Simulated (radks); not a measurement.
Problem. Sn, 50 electrons, occupied as [Kr] 4d10 5s2 5p2. All-electron calculation, scalar-relativistic Kohn-Sham, SOGGA, spin-polarised, spherical densities, point nucleus; open shells are filled with parallel spins first (spin-orbit coupling, left out, can overturn this in heavy ions). Program: a radial shooting solver on a logarithmic mesh with Libxc functionals. Some entries of the table are withheld. Estimate them.

| orbital | occ. | eigenvalue (hartree) | <r^2> (bohr^2) |
|---|---|---|---|
| 1s up | 1 | -1065.676 | 0.001143 |
| 1s down | 1 | -1065.675 | 0.001143 |
| 2s up | 1 | -160.8760 | 0.01859 |
| 2s down | 1 | -160.8756 | 0.01859 |
| 2p up | 3 | -144.4426 | 0.01467 |
| 2p down | 3 | -144.4419 | 0.01467 |
| 3s up | 1 | -31.02826 | 0.1318 |
| 3s down | 1 | -31.02734 | 0.1318 |
| 3p up | 3 | -25.65840 | 0.1325 |
| 3p down | 3 | -25.65735 | 0.1325 |
| 3d up | 5 | -17.38520 | 0.1176 |
| 3d down | 5 | -17.38427 | 0.1176 |
| 4s up | 1 | -4.90710 | 0.7587 |
| 4s down | 1 | -4.90516 | 0.7584 |
| 4p up | 3 | (1) | 0.8981 |
| 4p down | 3 | (2) | 0.8968 |
| 4d up | 5 | -0.94201 | 1.452 |
| 4d down | 5 | -0.93581 | 1.429 |
| 5s up | 1 | (3) | 6.606 |
| 5s down | 1 | (4) | 6.469 |
| 5p up | 2 | (5) | 11.89 |
| 5p down | 0 | (6) | 12.57 |

Solution. 
(1) 4p up eigenvalue (hartree): -3.28390
(2) 4p down eigenvalue (hartree): -3.28170
(3) 5s up eigenvalue (hartree): -0.40164
(4) 5s down eigenvalue (hartree): -0.35522
(5) 5p up eigenvalue (hartree): -0.15087
(6) 5p down eigenvalue (hartree): -0.09927
